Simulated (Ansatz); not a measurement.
Z-matrix (Å, degrees):
```
Ge
N 1 1.802
N 1 1.819 2 106.1
N 1 1.818 2 106.1 3 134.6
F 1 1.743 2 117.0 3 -112.6
H 2 1.008 1 116.0 3 45.9
H 2 1.008 1 116.0 3 179.0
H 3 1.009 1 115.7 2 65.4
H 3 1.010 1 114.8 2 -164.8
H 4 1.010 1 115.0 2 165.7
H 4 1.009 1 115.7 2 -64.3
```

Charge 0, multiplicity 1.

Q: List the CAM-B3LYP/def2-TZVPP orbital energies in eV (Ansatz 0.2.0). (Best estimate.)

A: Computed: Occupied: -10852.73, -1356.81, -1207.80, -1207.77, -1207.76, -672.26, -391.15, -391.12, -391.12, -171.82, -122.19, -122.09, -122.07, -36.14, -35.79, -35.75, -35.66, -35.64, -32.68, -25.77, -24.98, -24.88, -16.97, -15.41, -15.35, -15.02, -13.43, -13.39, -13.03, -11.96, -11.79, -9.99, -9.28, -8.74. Lowest empty: 1.04, 2.40, 2.44, 3.14, 3.49, 3.74, 4.17, 4.64.
